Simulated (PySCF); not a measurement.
BeGeH4S, SMILES [SH][Be][GeH3].

Geometry: PBE-D3(BJ)/def2-TZVP. The values are those of a single conformer.

The numbers are results of TDDFT-M06-2X/def2-SVPD (PySCF), not measurements.

Vertical excitations. The molecule is in vacuum.

```csv
state,energy (eV),λ (nm),f,main pairs
S1,5.09,243,0.000,HOMO→LUMO 94 %
S2,5.30,234,0.031,HOMO−1→LUMO 93 %
S3,5.75,216,0.021,HOMO−1→LUMO+1 91 %
S4,6.14,202,0.124,HOMO→LUMO+1 89 %
S5,6.24,199,0.051,HOMO→LUMO+2 77 %
S6,6.80,182,0.304,HOMO−1→LUMO+2 79 %
S7,7.06,176,0.003,HOMO−3→LUMO 90 %
S8,7.16,173,0.017,"HOMO→LUMO+6 30 %, HOMO−4→LUMO+1 15 %, HOMO→LUMO+2 12 %, HOMO→LUMO+12 10 %"
S9,7.24,171,0.130,HOMO−2→LUMO 75 %
S10,7.32,169,0.034,HOMO−4→LUMO 70 %
T1,4.45,279,0,HOMO−1→LUMO 93 %
T2,4.91,253,0,HOMO−1→LUMO+1 90 %
T3,4.97,250,0,HOMO→LUMO 90 %
T4,5.20,238,0,HOMO→LUMO+1 91 %
```
Triplets are in the Tamm–Dancoff approximation, which puts them higher than full response would, so one can lie above its singlet here.
